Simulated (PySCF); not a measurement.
Ag(I) anion (AgI), SMILES [Ag][I] (connectivity only; charge and spin as stated), charge -1, multiplicity 2. Atoms are numbered in the order given.

```xyz
2

Ag     0.0000     0.0000    -1.5093
I      0.0000     0.0000     1.3384
```
Charge -1, spin multiplicity 2.

The structure is a stationary point at B3LYP-D3(BJ)/def2-TZVPD. The multiplicity is an assumed one; other spin states were not compared. The def2 effective core potentials stand for the cores of Ag, I; spin–orbit coupling is left out.

These are PBE0/def2-TZVPD in PySCF values and carry that method's errors.

```json
{
 "total_energy": "-444.81177 hartree",
 "point_group": "C∞v",
 "α spin, highest occupied and lowest empty level": "-0.08 and 3.34 eV",
 "β spin, highest occupied and lowest empty level": "-2.17 and 2.16 eV",
 "dipole_moment_about_the_centre_of_nuclear_charge": "0.10 D",
 "mean_static_polarisability": "131.6 bohr³ (19.51 Å³)",
 "polarisability_principal_values": "111.4, 111.4, 172.0 bohr³",
 "⟨S²⟩": "0.753 (pure state 0.75)"
}
```
